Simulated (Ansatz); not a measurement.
`F[CH]([AlH2])[SiH2][SiH3]` + H–F → `[F][AlH2]` + `FC[SiH2][SiH3]`  (ligand exchange at the Al–C bond)

Calculated with Ansatz (gas phase, PBE0-D4/def2-TZVP geometries, no zero-point term in ΔE). CBS: MP2 limit from def2 TZ/QZ plus the TZ coupled-cluster correction, frozen cores. This one scheme is used for every species. Functionals use def2-TZVPP. B3LYP here is the variant with VWN-RPA as its local correlation; programs differ in this. Each species was taken in one conformer, which may not be the lowest.

| level | ΔE (kcal/mol) | difference from CCSD(T)/CBS |
| --- | --- | --- |
| PBE-D4 | -44.2 | 3.1 |
| r2SCAN-D4 | -47.8 | -0.5 |
| B3LYP-D4 | -48.0 | -0.7 |
| ωB97M-V | -47.6 | -0.3 |
| PBE | -45.9 | 1.4 |
| B3LYP | -50.8 | -3.5 |
| SCS-MP2/def2-TZVPP | -49.9 | -2.6 |
| SCS-MP2/def2-QZVPP | -49.8 | -2.5 |
| HF/CBS(def2) | -55.3 | -8.0 |
| CCSD/CBS(def2) | -48.5 | -1.2 |
| CCSD(T)/CBS | -47.3 | 0 |

Largest T1 diagnostic among the species: 0.013.

From PBE to PBE0 (25 % exact exchange), in def2-TZVPP and without D4, ΔE moves by −0.8 kcal/mol. In def2-TZVPP, CCSD(T) changes the Hartree–Fock value by +6.9 kcal/mol (the triples alone add +1.1 kcal/mol) and MP2 by +6.3 kcal/mol. The D4 term adds +2.8 kcal/mol with B3LYP and +1.5 kcal/mol with PBE0; it sums over pairs of atoms, weighted by their polarisabilities, and B3LYP, whose exchange is more repulsive, gets the larger term.
